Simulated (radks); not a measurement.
All-electron atom: the gold ion Au0.9+ in [Xe] 4f14 5d10 6s(up 0.1, down 0) (fractional occupations, a model configuration).

Method: scalar-relativistic Kohn-Sham, PBE, spin-polarised, spherical densities, finite nucleus; Fermi nuclear charge, rms radius 5.4371 fm; computed with a radial shooting solver on a logarithmic mesh with Libxc functionals.

Energy parts (hartree):
| part | energy |
|---|---|
| total | -19007.3207 |
| kinetic | 21254.5536 |
| electron-nucleus | -47263.9464 |
| Hartree | 7364.1214 |
| exchange-correlation | -362.0494 |

Orbitals (lengths in bohr, moments of r in powers of bohr; <r^-3> diverges for s and p1/2):
orbital  occ.  eigenvalue (hartree)  <r^-3>      <r^2>   <1/r>      <r>
1s up       1             -2967.471       -  0.0003934   95.70  0.01687
1s down     1             -2967.471       -  0.0003934   95.70  0.01687
2s up       1             -523.8420       -   0.005996   22.44  0.07114
2s down     1             -523.8420       -   0.005996   22.44  0.07114
2p up       3             -453.0541   25480   0.005047   19.97  0.06424
2p down     3             -453.0540   25480   0.005047   19.97  0.06424
3s up       1             -123.8539       -    0.03867   8.321   0.1839
3s down     1             -123.8539       -    0.03867   8.321   0.1839
3p up       3             -103.3098    5828    0.03974   7.592   0.1851
3p down     3             -103.3097    5828    0.03974   7.592   0.1851
3d up       5             -81.32265   724.0    0.03292   7.145   0.1677
3d down     5             -81.32263   724.0    0.03292   7.145   0.1677
4s up       1             -27.09804       -     0.1870   3.566   0.4071
4s down     1             -27.09800       -     0.1870   3.566   0.4071
4p up       3             -20.35859    1402     0.2136   3.221   0.4335
4p down     3             -20.35854    1402     0.2136   3.221   0.4335
4d up       5             -12.25475   152.3     0.2427   2.886   0.4584
4d down     5             -12.25469   152.3     0.2427   2.886   0.4584
4f up       7              -3.25929   29.38     0.3016   2.462   0.4987
4f down     7              -3.25922   29.38     0.3016   2.462   0.4987
5s up       1              -4.25899       -     0.9659   1.459   0.9277
5s down     1              -4.25895       -     0.9659   1.459   0.9277
5p up       3              -2.47832   235.2      1.305   1.236    1.074
5p down     3              -2.47816   235.3      1.305   1.236    1.074
5d up       5              -0.53111   13.27      2.984  0.8375    1.580
5d down     5              -0.52983   13.30      2.975  0.8385    1.578
6s up     0.1              -0.45797       -      8.062  0.4752    2.663
6s down     0              -0.45485       -      8.060  0.4754    2.663

The highest occupied level is 6s up at -12.462 eV. The density falls to 0.001 e/bohr^3 at r = 3.83 bohr. Summed over all electrons, <r^2> = 49.35 bohr^2, which gives a Langevin (diamagnetic) susceptibility term of -39.1 x 10^-6 cm^3/mol. Spin moment in Bohr magnetons: 0.1. The spin density at the nucleus is 15.16 e/bohr^3 (1s 0.05, 2s 0.02, 3s 0.01, 4s -0.01, 5s 0.01, 6s 15.08).
